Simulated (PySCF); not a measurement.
Atomic charges against the basis set

Species: C4H5FOSi.
Structure used (PBE0-D3(BJ)/def2-SVP), in Å, numbered top down from 1:
```xyz
12
C4H5FOSi angstrom
C      2.644   -1.326    0.082
C      1.745   -0.506    0.103
Si     0.383    0.722    0.107
O      0.663    1.868   -1.060
C     -1.224   -0.217   -0.169
C     -2.279   -0.194    0.645
F     -1.264   -0.947   -1.300
H      3.437   -2.053    0.067
H      0.282    1.426    1.407
H      1.083    1.563   -1.870
H     -2.247    0.404    1.557
H     -3.184   -0.767    0.423
```

PBE0 throughout (PySCF), one geometry, spherical d and f functions. Geometry: PBE0-D3(BJ)/def2-SVP, one conformer, isolated molecule. The first 7 of 12 kinds of atom are listed.

Mulliken charges (e):

```csv
basis,functions,C1,C2,Si3,O4,C5,C6,F7
STO-3G,44,-0.139,-0.256,+0.823,-0.431,-0.084,-0.211,-0.078
6-31G,77,-0.317,-0.251,+1.010,-0.780,+0.089,-0.384,-0.322
pcSseg-0,77,-0.362,-0.463,+1.519,-0.816,-0.226,-0.411,-0.349
6-31G*,112,-0.185,-0.195,+0.629,-0.723,+0.249,-0.459,-0.316
cc-pVDZ,127,-0.132,-0.064,+0.554,-0.346,-0.013,-0.060,-0.190
def2-SVP,127,-0.225,-0.056,+0.707,-0.397,-0.006,-0.115,-0.224
aug-cc-pVDZ,210,+1.125,-0.643,+0.528,-0.779,+0.526,+0.645,-0.537
"6-311+G(2d,p)",227,-0.358,-0.105,+0.929,-0.630,+0.200,-0.414,-0.299
def2-TZVP,253,-0.173,-0.192,+0.469,-0.521,+0.131,-0.308,-0.193
cc-pVTZ,284,-0.090,-0.239,+0.449,-0.357,+0.114,-0.302,-0.178
IGLO-III,304,-0.218,-0.221,+0.993,-0.644,+0.103,-0.255,-0.255
pcSseg-2,329,+0.024,-0.266,+0.757,-0.517,+0.068,-0.137,-0.261
```

IAO charges (e):

```
        basis  functions      C1      C2     Si3      O4      C5      C6      F7
       STO-3G         44  -0.147  -0.323  +0.992  -0.568  -0.118  -0.318  -0.091
        6-31G         77  -0.157  -0.336  +1.001  -0.739  -0.009  -0.339  -0.251
     pcSseg-0         77  -0.144  -0.346  +1.031  -0.725  -0.029  -0.331  -0.238
       6-31G*        112  -0.155  -0.363  +1.123  -0.766  -0.004  -0.340  -0.262
      cc-pVDZ        127  -0.167  -0.354  +1.111  -0.762  +0.004  -0.346  -0.263
     def2-SVP        127  -0.158  -0.355  +1.121  -0.760  -0.001  -0.335  -0.263
  aug-cc-pVDZ        210  -0.173  -0.353  +1.123  -0.784  +0.008  -0.350  -0.277
6-311+G(2d,p)        227  -0.171  -0.363  +1.155  -0.793  -0.001  -0.349  -0.278
    def2-TZVP        253  -0.171  -0.366  +1.166  -0.793   0.000  -0.350  -0.278
      cc-pVTZ        284  -0.172  -0.363  +1.153  -0.789  +0.003  -0.352  -0.275
     IGLO-III        304  -0.172  -0.365  +1.164  -0.795  -0.001  -0.351  -0.279
     pcSseg-2        329  -0.170  -0.366  +1.163  -0.795  -0.001  -0.349  -0.278
```

Hirshfeld charges (e):

```tsv
basis	functions	C1	C2	Si3	O4	C5	C6	F7
STO-3G	44	-0.096	-0.177	+0.522	-0.262	-0.030	-0.111	-0.039
6-31G	77	-0.068	-0.172	+0.424	-0.328	-0.014	-0.103	-0.095
pcSseg-0	77	-0.070	-0.172	+0.449	-0.320	-0.013	-0.111	-0.093
6-31G*	112	-0.071	-0.163	+0.394	-0.301	-0.012	-0.107	-0.083
cc-pVDZ	127	-0.075	-0.164	+0.413	-0.292	-0.017	-0.114	-0.075
def2-SVP	127	-0.073	-0.162	+0.418	-0.295	-0.012	-0.115	-0.084
aug-cc-pVDZ	210	-0.074	-0.167	+0.434	-0.307	-0.019	-0.116	-0.089
6-311+G(2d,p)	227	-0.073	-0.168	+0.430	-0.306	-0.019	-0.111	-0.093
def2-TZVP	253	-0.073	-0.164	+0.421	-0.304	-0.016	-0.113	-0.090
cc-pVTZ	284	-0.074	-0.163	+0.421	-0.301	-0.015	-0.115	-0.085
IGLO-III	304	-0.076	-0.163	+0.427	-0.302	-0.014	-0.117	-0.092
pcSseg-2	329	-0.072	-0.165	+0.431	-0.308	-0.016	-0.115	-0.092
```

ESP-fitted charges (e):

```tsv
basis	functions	C1	C2	Si3	O4	C5	C6	F7
STO-3G	44	-0.167	-0.309	+0.851	-0.585	+0.028	-0.407	-0.064
6-31G	77	-0.174	-0.363	+0.881	-0.860	+0.102	-0.504	-0.184
pcSseg-0	77	-0.184	-0.389	+0.960	-0.819	+0.100	-0.561	-0.189
6-31G*	112	-0.212	-0.303	+0.678	-0.676	+0.073	-0.481	-0.127
cc-pVDZ	127	-0.217	-0.299	+0.663	-0.629	+0.080	-0.468	-0.133
def2-SVP	127	-0.206	-0.316	+0.725	-0.654	+0.077	-0.467	-0.147
aug-cc-pVDZ	210	-0.253	-0.272	+0.661	-0.638	+0.117	-0.509	-0.159
6-311+G(2d,p)	227	-0.245	-0.301	+0.710	-0.674	+0.104	-0.521	-0.158
def2-TZVP	253	-0.248	-0.285	+0.682	-0.656	+0.108	-0.515	-0.152
cc-pVTZ	284	-0.245	-0.284	+0.672	-0.631	+0.090	-0.493	-0.142
IGLO-III	304	-0.242	-0.281	+0.663	-0.638	+0.105	-0.500	-0.154
pcSseg-2	329	-0.230	-0.314	+0.742	-0.677	+0.111	-0.523	-0.165
```

Task: Which scheme is steadiest as the basis changes?

Result: Largest range over the bases for any column: Hirshfeld 0.13 e, IAO 0.23 e, ESP-fitted 0.30 e, Mulliken 1.49 e. Hirshfeld charges move least and Mulliken charges most, counted in e. Without the minimal STO-3G basis the ranges are Hirshfeld 0.05, IAO 0.17, ESP-fitted 0.30, Mulliken 1.49 e.

Task: How much do the charges still move between the two largest bases, IGLO-III and pcSseg-2?

Result: At most, over all atoms: Mulliken 0.242 e, IAO 0.003 e, Hirshfeld 0.006 e, ESP-fitted 0.079 e.

Task: What do the same runs give for the total energy, the frontier levels and the dipole moment?

Result: 
```
        basis  energy (Eh)  HOMO (eV)  LUMO (eV)  μ (D)
       STO-3G    -611.7163      -4.57       3.39   0.74
        6-31G    -619.3003      -7.70      -0.67   1.69
     pcSseg-0    -618.3609      -7.87      -0.85   1.54
       6-31G*    -619.4245      -7.45      -0.57   1.26
      cc-pVDZ    -619.4668      -7.60      -0.69   1.05
     def2-SVP    -619.1161      -7.68      -0.76   1.13
  aug-cc-pVDZ    -619.4977      -7.83      -1.02   1.06
6-311+G(2d,p)    -619.5763      -7.84      -1.07   1.12
    def2-TZVP    -619.6106      -7.80      -0.97   1.09
      cc-pVTZ    -619.5970      -7.76      -0.89   1.04
     IGLO-III    -619.6164      -7.82      -1.01   1.06
     pcSseg-2    -619.6164      -7.84      -1.03   1.15
```

The dipole is fixed by the density alone, so its range of 0.95 D shows that the density itself changes with the basis, not only its division among atoms.
